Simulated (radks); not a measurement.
Spherical quantum dot in the effective-mass picture: electrons in a hard-walled sphere of radius 7.07, with a point charge +2 (a donor) at the centre, all in effective atomic units (hartree* = m*/eps^2 hartree, bohr* = eps/m* bohr), one dielectric constant everywhere. Calculated with a radial shooting solver with Libxc functionals: non-relativistic Kohn-Sham, r2SCAN, spin-polarised, spherical densities, generalised Kohn-Sham scheme. Levels are named by radial order and angular momentum (1s, 1p, 1d, 2s, ...), and open shells are averaged over m.

N = 24, configuration 1s2 1p6 1d10 2s2 1f(up 4, down 0). This is the lowest configuration that the search found. Occupied and some empty levels:

level,occupation,eigenvalue (hartree*),<r> (bohr*)
1s down,1,3.6525,1.006
1s up,1,3.6526,1.024
2s up,1,3.8149,5.144
2s down,1,3.8426,5.119
1p up,3,3.8528,5.252
1p down,3,3.8819,5.216
1d up,5,3.9358,5.337
1d down,5,3.9678,5.313
1f up,4,4.0545,5.418
1f down,0,4.0895,5.403
1g up,0,4.2063,5.494
1g down,0,4.2445,5.486
2p up,0,4.4431,3.532
2p down,0,4.4596,3.539
2d up,0,4.6590,4.041
2d down,0,4.6801,4.054

Energy (hartree*): total 43.0576, kinetic 11.896, external -15.283, Hartree 53.052, exchange-correlation -6.6071.
